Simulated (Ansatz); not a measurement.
Consider the ligand exchange at the Si–C bond: `N[SiH](F)CO` + CH₃NH₂ → `CN[SiH](N)F` + CH₃OH.

Gas-phase electronic energies from Ansatz, PBE0-D4/def2-TZVP geometries. CCSD(T)/CBS adds triple-zeta CCSD(T) − MP2 to the extrapolated MP2 energy (def2 sets, frozen cores). This one scheme is used for every species. DFT in def2-TZVPP. B3LYP here is the variant with VWN-RPA as its local correlation; programs differ in this. HSE06 is defined as in plane-wave codes. One conformer a species, not always the lowest.

`N[SiH](F)CO`:

Cartesian coordinates in Å:
```
N -0.407 0.365 -1.635
Si -0.905 0.357 -0.018
F -1.064 1.817 0.634
C 0.412 -0.572 0.947
O 1.680 -0.202 0.420
H -0.976 0.714 -2.388
H 0.579 0.422 -1.836
H -2.247 -0.258 0.109
H 0.231 -1.652 0.843
H 0.329 -0.329 2.015
H 2.367 -0.661 0.909
```

CH₃NH₂:

Z-matrix (Å, degrees):
```
C
N 1 1.453
H 1 1.092 2 109.4
H 1 1.100 2 115.4 3 -121.6
H 1 1.092 2 109.4 3 116.8
H 2 1.012 1 110.6 3 62.6
H 2 1.012 1 110.6 3 -179.3
```

`CN[SiH](N)F`:

Z-matrix (Å, degrees):
```
C
N 1 1.447
H 1 1.096 2 112.9
H 1 1.094 2 111.4 3 -121.9
H 1 1.092 2 109.5 3 119.6
Si 2 1.692 1 125.9 3 -101.1
H 2 1.008 1 114.3 3 62.8
F 6 1.605 2 116.4 1 85.7
N 6 1.700 2 108.0 1 -158.6
H 6 1.483 2 106.1 1 -29.7
H 9 1.005 6 121.5 2 54.4
H 9 1.006 6 120.7 2 -153.8
```

CH₃OH:

Z-matrix (Å, degrees):
```
C
O 1 1.409
H 1 1.097 2 112.4
H 1 1.090 2 107.0 3 -118.5
H 1 1.097 2 112.4 3 123.0
H 2 0.959 1 108.5 3 -61.6
```

| level | ΔE (kJ/mol) | difference from CCSD(T)/CBS |
| --- | --- | --- |
| LDA (SPW92) | -80.4 | 4.3 |
| PBE-D4 | -76.5 | 8.2 |
| revPBE-D4 | -76.3 | 8.4 |
| B3LYP-D4 | -84.0 | 0.7 |
| r2SCANh-D4 | -84.8 | -0.1 |
| HSE06-D4 | -80.7 | 4.0 |
| PBE | -76.0 | 8.7 |
| revPBE | -74.6 | 10.1 |
| BLYP | -79.7 | 5.0 |
| BHLYP | -88.1 | -3.4 |
| HF/def2-SVP | -87.8 | -3.1 |
| MP2/def2-SVP | -83.3 | 1.4 |
| SCS-MP2/def2-TZVPP | -87.7 | -3.0 |
| CCSD/def2-TZVPP | -85.6 | -0.9 |
| MP2/def2-QZVPP | -87.9 | -3.2 |
| CCSD/CBS(def2) | -85.7 | -1.0 |
| CCSD(T)/CBS | -84.7 | 0 |

Problem. What do rigid-rotor, harmonic-oscillator terms from PBE0-D4/def2-TZVP frequencies (298.15 K, 1 bar) make of the CCSD(T)/CBS value? (Estimate.)

Solution. The calculation gave: ΔZPE = +0.7 kJ/mol, ΔH = -83.9 kJ/mol, ΔS = -2 J/(mol·K), ΔG = -83.5 kJ/mol.

Largest T1 diagnostic among the species: 0.011.

From BLYP to BHLYP (50 % exact exchange), in def2-TZVPP and without D4, ΔE moves by −8.4 kJ/mol. At CCSD(T), def2-SVP lies +4.3 kJ/mol from the extrapolated value and def2-TZVPP +0.1 kJ/mol.
